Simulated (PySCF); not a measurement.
## Oscillator strengths, rates and cross-sections

Species: C₃H₁₁PSi₂.
Cartesian coordinates in Å at the GFN2-xTB level; atoms count from 1:
```xyz
17
C3H11PSi2 angstrom
C      1.7829   -1.0469    0.9482
C      2.0061    0.0030    0.1772
C      1.2687    0.2882   -1.0824
Si    -0.1781    1.4954   -0.7333
Si    -1.6644    0.4357    0.7039
P     -1.9059   -1.7099    0.0788
H      1.0550   -1.7969    0.6786
H      2.3202   -1.2101    1.8667
H      2.7401    0.7452    0.4655
H      1.9447    0.7081   -1.8271
H      0.8545   -0.6376   -1.4874
H     -0.7583    1.8735   -2.0320
H      0.3696    2.7285   -0.1559
H     -2.9808    1.0945    0.7403
H     -1.2355    0.3486    2.1049
H     -3.1333   -1.8929    0.6833
H     -2.4924   -1.4145   -1.1393
```

Computed with PySCF 2.14.0, density-fitted response routines, TDDFT CAM-B3LYP/def2-SVPD, vertical, gas phase, core orbitals frozen in the response.

A / s⁻¹ = 0.6670 f (ν̃ / cm⁻¹)² and τ = 1/A in vacuum; |μ| follows from f = (2/3) ΔE |μ|² (atomic units, 1 au = 2.5417 D); ∫σ dE = 109.76 f Mb·eV.

The rates are for emission to S0 at the absorption energy, with no other channel.

Energies and rates of the computed singlets with f of 0.002 or more:

```csv
state,ν̃ (cm⁻¹),A (s⁻¹)
S1,50140,4.68×10⁷
S2,51880,4.11×10⁷
S3,52560,4.80×10⁷
S4,53590,2.93×10⁸
S5,55430,1.94×10⁸
S6,55730,3.49×10⁷
S7,56730,5.35×10⁷
S8,57690,1.50×10⁸
```

**Question.** Which f and |μ| stand behind these rates?

**Answer.** f = A / (0.6670 ν̃²), and |μ| follows from f:

```tsv
state	f	|μ| (D)	τ	main configurations (H = HOMO, L = LUMO)
S1	0.028	1.09	21 ns	H→L (40%), H-1→L (38%)
S2	0.023	0.97	24 ns	H→L (30%), H-1→L+1 (19%), H→L+1 (13%)
S3	0.026	1.03	21 ns	H→L+1 (32%), H-1→L (30%), H→L (15%)
S4	0.153	2.46	3.4 ns	H→L+1 (34%), H-1→L+1 (33%), H→L+2 (9%)
S5	0.095	1.90	5.2 ns	H-1→L+2 (34%), H-1→L+5 (16%)
S6	0.017	0.80	29 ns	H→L+3 (50%), H→L+2 (16%), H→L+5 (10%)
S7	0.025	0.97	19 ns	H-1→L+3 (40%), H-1→L+4 (13%), H-1→L+5 (11%)
S8	0.067	1.58	6.7 ns	H-2→L (58%), H→L+4 (9%), H→L+3 (8%)
```

**Question.** How much energy does a mole of photons resonant with S4 carry?

**Answer.** 6.644 eV × 96.485 = 641 kJ/mol (153 kcal/mol).

**Question.** By what factor does the largest A in the list exceed the smallest?

**Answer.** S4 has 8.4 times the rate of S6.

**Question.** What is the integrated cross-section of all computed states together?

**Answer.** Σf = 0.434 over S1 to S8, so 109.76 × Σf ≈ 47.6 Mb·eV.

One conformer stands for the species.
